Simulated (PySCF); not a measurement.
**C5H5F3O2: full NMR table**

- Formula: C5H5F3O2
- SMILES: O=CCOCC(F)=C(F)F
- Point group of the computed structure: C1
- Degrees of unsaturation: 2
- Carbon signals: 5
- Proton signals: 3

Atoms are numbered as in `[O:1]=[CH:2][CH2:3][O:4][CH2:5][C:6]([F:7])=[C:8]([F:9])[F:10]` (H(Xn): hydrogen on atom n).

How the numbers were obtained: GIAO PBE0/pcSseg-1 shieldings, geometry from GFN2-xTB, in PySCF 2.14 (one computed conformer, relativity neglected, no solvent, equivalent nuclei averaged).

δ = σ(ref) − σ, references computed at the same level: ¹H (σref 31.72) and ¹³C (σref 186.93) against TMS; ¹⁹F (σref 170.95) vs CFCl3; H2O for ¹⁷O (σref 336.08).

| carbon | δC, type | δH (multiplicity) | HMBC from (2–3 bonds) | span of the C tensor (ppm) |
| --- | --- | --- | --- | --- |
| C2 | 204.6, CH | 9.83 (t) | H(C3) | 203 |
| C3 | 78.7, CH2 | 4.55 (d) | H(C2), H(C5) | 81 |
| C5 | 66.7, CH2 | 5.02 (m) | H(C3) | 60 |
| C6 | 140.5, C | – | H(C5) | 70 |
| C8 | 168.7, C | – | H(C5) | 102 |

Other nuclei:
```json
{"atoms": "F9", "nucleus": "¹⁹F", "environment": "vinylic fluorine", "δ (ppm)": "-101.7", "σ (ppm)": "272.6"}
{"atoms": "F10", "nucleus": "¹⁹F", "environment": "vinylic fluorine", "δ (ppm)": "-118.2", "σ (ppm)": "289.2"}
{"atoms": "F7", "nucleus": "¹⁹F", "environment": "vinylic fluorine", "δ (ppm)": "-181.4", "σ (ppm)": "352.4"}
{"atoms": "O1", "nucleus": "¹⁷O", "environment": "aldehyde oxygen", "δ (ppm)": "687.7", "σ (ppm)": "-351.6"}
{"atoms": "O4", "nucleus": "¹⁷O", "environment": "ether oxygen", "δ (ppm)": "46.3", "σ (ppm)": "289.8"}
```

Carbon types of the structure: 2 × C, 1 × CH, 2 × CH2, which accounts for all hydrogens. δC 204.6: aldehyde carbonyl carbon; low-lying n→π* states of the double bond to the heteroatom give a large paramagnetic term (-266 ppm). δC 168.7, 140.5: fully substituted alkene carbon. δC 78.7: sp3 CH2 bonded to O, α to a carbonyl; the inductive effect lowers its shielding. δC 66.7: allylic sp3 CH2 bonded to O; the inductive effect lowers its shielding. δH 9.83: hydrogen on an aldehyde carbonyl carbon; deshielded by the polar, anisotropic C=O bond.

Splittings by ¹⁹F in the carbon and heteronuclear signals aren't shown, as no couplings were computed. Shifts are as computed. Against solution values, carbons near 30 ppm lie about +3 ppm off and those near 130 ppm about +5 ppm. Of 1211 compounds with measured shifts, 218 miss one by over three times the rms of a fit or turn the order of signals round; such compounds aren't used in these exercises. Unscaled 19F shifts against computed CFCl3 carry errors that often reach 10 to 50 ppm. Unscaled 17O shifts of doubly bonded oxygen tend to come out too high, by tens of ppm or more. Experimental scales use liquid or dissolved standards, which lie at an offset from isolated H2O (liquid H2O: subtract about 36 ppm). No couplings were computed; multiplicities are counted from neighbouring protons, with m where these are inequivalent, close in shift, in a saturated or five-membered ring or joined by F or P, and br s for small geminal =CH2 splittings.
